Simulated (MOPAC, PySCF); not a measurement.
C9H20, SMILES `CCC(CC)(CC)CC`, neutral singlet in the gas phase. 

Cartesian coordinates (Å):
```xyz
29

C     -2.0250    -1.6425    -0.1107
C     -1.0748    -0.7115    -0.8476
C      0.0000     0.0000     0.0000
C     -0.6491     0.8633     1.1014
C     -1.5966     1.9614     0.6439
C      0.9028    -1.0242     0.7181
C      1.6638    -2.0041    -0.1615
C      0.8210     0.8724    -0.9719
C      1.9578     1.6852    -0.3717
H     -2.7456    -2.0929    -0.8102
H     -1.4940    -2.4697     0.3853
H     -2.6078    -1.1151     0.6604
H     -0.5650    -1.2752    -1.6472
H     -1.6616     0.0586    -1.3763
H      0.1567     1.3112     1.7074
H     -1.1829     0.1919     1.7952
H     -2.4568     1.5611     0.0853
H     -1.9988     2.5107     1.5088
H     -1.0963     2.6978    -0.0039
H      1.6209    -0.4697     1.3457
H      0.2813    -1.5890     1.4335
H      2.2725    -2.6843     0.4537
H      2.3494    -1.4930    -0.8551
H      0.9889    -2.6297    -0.7659
H      0.1270     1.5530    -1.4936
H      1.2236     0.2192    -1.7645
H      2.7151     1.0470     0.1094
H      2.4720     2.2665    -1.1522
H      1.6014     2.4016     0.3845
```
Charge 0, multiplicity 1.

All levels are single points at this geometry (PBE0-D3(BJ)/def2-SVP); Pople sets use spherical d functions. Orbital energies aren't observables, and empty levels follow the basis.

```json
[
 {"level": "TPSSh-D3(BJ)/def2-TZVP in PySCF", "HOMO (eV)": "-7.56", "LUMO (eV)": "0.69", "gap (eV)": "8.25", "dipole (D)": "0.00", "vertical IE, Delta-SCF (eV)": "9.65"},
 {"level": "HF/6-31G* in PySCF", "HOMO (eV)": "-11.44", "LUMO (eV)": "5.59", "gap (eV)": "17.03", "dipole (D)": "0.00", "vertical IE, Delta-SCF (eV)": "10.15"},
 {"level": "HF/STO-3G in PySCF", "HOMO (eV)": "-10.33", "LUMO (eV)": "15.03", "gap (eV)": "25.36", "dipole (D)": "0.00", "vertical IE, Delta-SCF (eV)": "–"},
 {"level": "PM3 in MOPAC", "HOMO (eV)": "-11.18", "LUMO (eV)": "3.36", "gap (eV)": "14.53", "dipole (D)": "0.00", "vertical IE, Delta-SCF (eV)": "–"},
 {"level": "PM6 in MOPAC", "HOMO (eV)": "-10.60", "LUMO (eV)": "4.13", "gap (eV)": "14.73", "dipole (D)": "0.00", "vertical IE, Delta-SCF (eV)": "–"},
 {"level": "PM7 in MOPAC", "HOMO (eV)": "-10.63", "LUMO (eV)": "4.07", "gap (eV)": "14.70", "dipole (D)": "0.00", "vertical IE, Delta-SCF (eV)": "–"}
]
```
